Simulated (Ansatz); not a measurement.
Cost and result up the ladder for Zn₉H₂₆Se₉ (44 atoms). Charge 0, multiplicity 1. Geometry: PBE-D4/def2-SVP.

```xyz
44

Se   -2.613   -2.409    0.803
Zn   -2.369   -0.496    2.367
Se    0.798   -2.037    3.345
Zn   -2.429    1.594    0.743
Se   -0.217    0.406    1.161
Zn   -0.327    3.005    1.522
Zn    3.114   -1.187    2.602
Se    2.777    1.366    2.529
Se    0.826    3.493   -0.621
Zn   -0.476   -3.765    0.882
Zn   -2.686   -1.186   -3.012
Se   -2.571    1.066   -1.804
Se   -0.761   -2.413   -2.028
Zn    0.377   -0.460   -0.981
Se    2.675   -1.553    0.017
Zn   -0.989    1.704   -3.712
Se    1.219    0.970   -2.840
Zn    3.073    2.326   -0.586
H    -3.458   -3.391    1.525
H    -4.048   -2.087   -1.427
H    -2.293   -0.480    3.932
H     0.976   -1.658    4.797
H     1.410   -3.367    3.648
H    -3.527    0.664    1.527
H    -2.063    3.181    0.921
H     0.008    3.478    2.978
H     4.432   -1.820    3.158
H     2.838    1.551    4.028
H     4.261    1.539    2.477
H    -0.616    3.776   -2.853
H     1.354    4.870   -0.469
H    -0.609   -5.326    0.977
H     0.741   -2.676    0.921
H    -4.445   -2.022   -2.103
H    -3.386   -1.294   -4.401
H    -3.812    1.657   -2.372
H     0.026   -2.363   -3.297
H     2.901   -3.022   -0.198
H     3.974   -1.184   -0.641
H    -1.008    3.844   -3.532
H    -1.539    1.846   -5.164
H     1.334   -0.145   -3.827
H     2.805    0.856    0.076
H     4.321    3.147   -1.067
```

Ansatz on 11 threads of AMD EPYC 7R13 on a shared host and a whole NVIDIA H100 80GB HBM3. Times are rough, and most runs start from the orbitals of an earlier one. PBE0-D4/def2-TZVP serves as the yardstick here, not as an exact answer. Differences are given only for rows in sets of like size (and for xTB, whose basis is part of the method), since another set adds its own error. Binding counts from free atoms at the same level (Se triplet, Zn singlet, H doublet; other spins of the atoms weren't run), without zero-point energy or a counterpoise term.

Single mean-field runs in def2-SVP, def2-TZVP are fitted with def2-universal-jkfit. In the singlet geometry the species has come apart into loosely held pieces. In the singlet, H20 and H34 lie 0.79 Å apart, H30 and H40 lie 0.79 Å apart (atoms count from 1), so H2 has formed as a molecule.

| level | functions | wall time |
| --- | --- | --- |
| PBE-D4/def2-SVP | 697 | 3.2 s |
| PBE-D4/def2-TZVP | 1020 | 4.5 s |
| PBE0-D4/def2-SVP | 697 | 5.5 s |
| r2SCAN-D4/def2-TZVP (with forces) | 1020 | 7 s |
| PBE0-D4/def2-TZVP | 1020 | 9 s |

(1) Estimate what each level gives for the binding energy per atom (eV).

## Answers

(1) 
| level | binding energy per atom (eV) | difference from PBE0-D4/def2-TZVP (eV) |
| --- | --- | --- |
| PBE-D4/def2-SVP | 2.22 | – |
| PBE-D4/def2-TZVP | 2.14 | 0.00 |
| PBE0-D4/def2-SVP | 2.20 | – |
| r2SCAN-D4/def2-TZVP (with forces) | 2.19 | 0.06 |
| PBE0-D4/def2-TZVP | 2.14 | 0.00 |
